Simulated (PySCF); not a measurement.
Species: HC7O radical, C₇HO (doublet state).
Geometry (PBE0-D3(BJ)/def2-SVP, Å), atoms numbered from 1 in this order:
```xyz
9
C7HO angstrom
C      3.850    0.281   -0.107
C      2.624    0.207   -0.076
C      1.285    0.127   -0.039
C      0.033    0.050   -0.005
C     -1.274   -0.033    0.030
C     -2.546   -0.108    0.067
C     -3.836   -0.193    0.101
O     -5.001   -0.265    0.132
H      4.923    0.345   -0.136
```

As a line formula: HC7O radical, `C#CC#CC#C[C]=O`.

Theory: UKS B3LYP, IGLO-III on C O, pcH-1 on H, non-relativistic, mean-field spin-orbit, GIAO in PySCF. Geometry: PBE0-D3(BJ)/def2-SVP; no solvent, vibrations or thermal averaging.

Output of the driver script. The program numbers atoms from 0.

```
UKS, coarse grid
  cycle   1  E = -342.37350920  |g| = 5.19e-01
  cycle   2  E = -341.90759097  |g| = 1.22e+00
  cycle   3  E = -342.44800358  |g| = 2.24e-01
  cycle   4  E = -342.46805313  |g| = 1.21e-01
  cycle   5  E = -342.47530579  |g| = 5.91e-02
  cycle   6  E = -342.47718845  |g| = 1.86e-02
  cycle   7  E = -342.47737057  |g| = 1.09e-02
  cycle   8  E = -342.47745113  |g| = 4.33e-03
  cycle   9  E = -342.47747924  |g| = 3.44e-03
  cycle  10  E = -342.47749185  |g| = 1.95e-03
  cycle  11  E = -342.47749941  |g| = 1.25e-03
  cycle  12  E = -342.47750247  |g| = 6.04e-04
UKS, final grid
  cycle   1  E = -342.47749312  |g| = 8.69e-04
  cycle   2  E = -342.47749098  |g| = 2.11e-03
  cycle   3  E = -342.47749424  |g| = 3.93e-04
  cycle   4  E = -342.47749445  |g| = 2.60e-04
  cycle   5  E = -342.47749486  |g| = 3.14e-04
  cycle   6  E = -342.47749501  |g| = 7.07e-05
  cycle   7  E = -342.47749501  |g| = 4.20e-05
  cycle   8  E = -342.47749501  |g| = 3.20e-05
  cycle   9  E = -342.47749501  |g| = 1.50e-05
E = -342.47749501 Eh   <S^2> = 0.7774 (exact 0.7500)
g shifts (ppm)      1          2          3
  rmc          -179       -179       -179
  gc             45          2         39
  oz_so     -101858        -71       1595
  total     -101992       -247       1455
hyperfine (MHz)  atom isotope    a_iso     a_fc   dipolar eigenvalues
    0   13C      27.07      27.07    -25.97    -15.29     41.26
    1   13C     -40.01     -40.01    -12.83     -0.76     13.59
    2   13C      34.82      34.82    -33.51    -22.81     56.33
    3   13C     -45.88     -45.88    -12.90     -2.33     15.23
    4   13C      29.11      29.11    -31.80    -26.14     57.94
    5   13C     -33.41     -33.41     -9.57      4.52      5.05
    6   13C       3.25       3.25    -20.94    -17.33     38.27
    7   17O     -11.64     -11.64    -50.99     23.51     27.49
    8    1H     -25.99     -25.99    -10.85     -1.41     12.26
```

Q: Can this result be taken as it stands? Point to the evidence in the output.

A: No. The species is linear, yet the g tensor isn't that of a Σ state, which would be axial with no orbital-Zeeman term along the axis. Here the shifts are -101992, -247, 1455 ppm, with orbital-Zeeman/spin–orbit parts of -101858, -71, 1595 ppm. That is what a determinant gives that fills the components of a degenerate π or δ shell unevenly. Such a state carries orbital angular momentum about the axis, which this second-order treatment can't describe.
